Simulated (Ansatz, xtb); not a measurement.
## BH5O2Si: which of two conformers lies lower

Structure X: `OBO[SiH3]`, a singlet. Structure Y: `OBO[SiH3]`, a singlet. Both are isolated molecules in the gas phase, relaxed with r2SCAN-D4/def2-SVP.

X (Å):

```yaml
atoms:
  - { symbol: B, position_ang: [0.5447, -1.6317, 0.8071] }
  - { symbol: O, position_ang: [-0.1581, -2.6639, 1.3399] }
  - { symbol: O, position_ang: [0.4673, -1.2639, -0.5084] }
  - { symbol: Si, position_ang: [-0.3076, -1.7041, -1.9153] }
  - { symbol: H, position_ang: [-0.7246, -3.1222, 0.7036] }
  - { symbol: H, position_ang: [1.2724, -1.0149, 1.5438] }
  - { symbol: H, position_ang: [-1.2096, -2.8760, -1.6660] }
  - { symbol: H, position_ang: [-1.1228, -0.5583, -2.4005] }
  - { symbol: H, position_ang: [0.7094, -2.0815, -2.9330] }
```

Y (Å):

```tsv
atom	x (Å)	y (Å)	z (Å)
B	0.3924	-0.3916	-2.3731
O	0.8229	-0.7532	-1.1369
O	-0.3322	0.7557	-2.4981
Si	0.5934	0.0254	0.3363
H	0.6614	-1.0917	-3.3240
H	-0.5977	0.9384	-3.4068
H	-0.8594	0.1235	0.6563
H	1.1999	1.3871	0.3092
H	1.2770	-0.8070	1.3620
```

**Question.** Estimate which is lower in electronic energy at CCSD(T)/def2-TZVP, and by roughly how much.

**Answer.** The CCSD(T)/def2-TZVP calculation puts structure Y lower, by 2.2 kcal/mol.

The same difference at several levels:

```json
{"level": "r2SCAN-D4/def2-SVP", "geometry": "r2SCAN-D4/def2-SVP", "E(Y) − E(X) (kcal/mol)": "−2.5", "departure from the last row (kcal/mol)": "−0.3", "job, with rough time for the two": "optimisation, 73 s"}
{"level": "HF/def2-TZVP", "geometry": "r2SCAN-D4/def2-SVP", "E(Y) − E(X) (kcal/mol)": "−2.0", "departure from the last row (kcal/mol)": "+0.2", "job, with rough time for the two": "part of the CCSD(T) run"}
{"level": "MP2/def2-TZVP", "geometry": "r2SCAN-D4/def2-SVP", "E(Y) − E(X) (kcal/mol)": "−2.3", "departure from the last row (kcal/mol)": "0.0", "job, with rough time for the two": "part of the CCSD(T) run"}
{"level": "CCSD(T)/def2-TZVP", "geometry": "r2SCAN-D4/def2-SVP", "E(Y) − E(X) (kcal/mol)": "−2.2", "departure from the last row (kcal/mol)": "", "job, with rough time for the two": "single point, 73 s"}
```

None of the levels shown reverses the order. The largest departure from CCSD(T)/def2-TZVP is that of r2SCAN-D4/def2-SVP, 0.3 kcal/mol. Levels run at GFN2-xTB geometries aren't shown.

With harmonic frequencies from r2SCAN-D4/def2-SVP (ideal gas, rigid rotor, one conformer each, 298.15 K, 1 atm): the zero-point term adds +0.2 kcal/mol; ΔH is −2.1 and ΔG −1.5 kcal/mol.

The correlated steps freeze 8 core orbitals. Programs: Ansatz 0.2.0; the last row on 2 threads of Arm Neoverse V1 on a shared host.
